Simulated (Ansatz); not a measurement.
Input for Ansatz (a quantum-chemistry and plane-wave program): R-PBE/def2-TZVPPD on C2HNO (a complex). Files ending in .json are basis or fitting sets from the Basis Set Exchange.

Ansatz 0.2 input:
```yaml
crystal:
  periodic: [false, false, false]
  atoms:
    - {symbol: C, position_ang: [0.49743472, -0.31961376, 0.05101062]}
    - {symbol: O, position_ang: [0.64720353, -0.59820713, -1.02636477]}
    - {symbol: C, position_ang: [-0.01203093, 0.58300668, 3.46570393]}
    - {symbol: N, position_ang: [-0.18440930, 0.87744658, 4.56026035]}
    - {symbol: H, position_ang: [0.14834960, 0.30848704, 2.44415403]}
basis:
  gaussian:
    orbitals: def2-TZVPPD.json
hamiltonian:
  xc: {name: PBE}
scf: {lower_state_search: off}
```

The head of its log:

```
WARN ansatz: RAYON_NUM_THREADS=1 ignored (pool sized by the plan → 1); use --threads N
Functional definition: PBE
these checks for a lower state are left out or cut short: stability, starts, cluster_reference, orbital_swaps, neighbouring_geometries, increment
integrals: 0.05 GiB planned
770 factors; their error is unknown
mean field: 0.46 GiB planned
mean field evaluation 1: about -5614.6531 eV, gradient 6.0e1 eV
mean field evaluation 2: about -5588.6686 eV, gradient 1.2e2 eV
```

Q: Give the final energy of this run.

A: -206.5850 hartree.
